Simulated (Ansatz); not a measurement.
System: LaF2, charge 0, doublet. LaF2 (parent SMILES [La]([F])[F], doublet).
B3LYP-D3(BJ)/def2-TZVP minimum from Ansatz (a quantum-chemistry and plane-wave program):
```xyz
3

La     0.2371     0.1567     0.0399
F     -1.2946     0.6401    -1.3577
F     -0.2073    -1.6326     1.1050
```
Charge 0, spin multiplicity 2.

Quantity: atomisation energy (electronic, to ground-state atoms), in kcal/mol. Open shells are spin-unrestricted; no spin-orbit coupling. Correlated methods leave the cores frozen (noble-gas shells, and filled d and f shells in the p block). Past Kr the def2 sets carry scalar-relativistic core potentials. CBS(X,Y): correlation extrapolated as X^-3, Hartree-Fock from the larger set. A bracket is a step between two methods taken in the basis named. Where a partner has so few electrons that a lower coupled-cluster level is exact, that level stands in. The determinant of La ([La], doublet) is a saddle point of the SCF energy; a lower one exists, which strains HF and MP2. The spin of F2La (parent SMILES [F][La][F], doublet) was assumed, and the state is the lowest solution found for it.

CCSD(T)/CBS(def2-TZVPP,def2-QZVPP) + [CCSDT(Q) - CCSD(T)]/def2-SVP (Ansatz) gives 305.6 kcal/mol.

Question: What does PBE/def2-TZVPD (Ansatz) give here, and how do the other levels compare?

Answer: PBE gives 310.6 kcal/mol, 5.0 kcal/mol above it. Differences of the others: r2SCAN/def2-TZVPD (Ansatz) -4.8; B3LYP/def2-TZVPD (Ansatz) -7.3; B2PLYP/def2-TZVPD (Ansatz) -3.3; CCSD(T)/CBS(def2-TZVPP,def2-QZVPP) (Ansatz) -0.1 kcal/mol.
